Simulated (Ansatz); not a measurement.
Isomers of C$_{3}$H$_{4}$BClS, relaxed with PBE0-D4/def2-TZVP in Ansatz; electronic energies, one conformer each and not always the lowest. Functionals use def2-TZVPP; CBS adds triple-zeta CCSD(T) − MP2 to the MP2 limit of def2-TZVPP and def2-QZVPP.

Task: Order them by energy at frozen-core CCSD(T)/CBS, lowest first. (Estimate.)
A. `ClC1=CCSB1`
B. `CC#CB(S)Cl`
C. `CBC(Cl)=C=S`

Result: B (0.0 kJ/mol), A (31.6 kJ/mol), C (194.2 kJ/mol).

Task: How do ωB97M-V, B2PLYP, HF/CBS(def2), r2SCAN-D4 place them (kJ/mol, against `CC#CB(S)Cl`)? (Best estimate.)

Result: Ansatz gave: 
```json
{"isomer": "`ClC1=CCSB1`", "ωB97M-V": "29.9", "B2PLYP": "45.4", "HF/CBS(def2)": "59.2", "r2SCAN-D4": "29.0"}
{"isomer": "`CBC(Cl)=C=S`", "ωB97M-V": "189.3", "B2PLYP": "185.8", "HF/CBS(def2)": "216.6", "r2SCAN-D4": "174.3"}
```
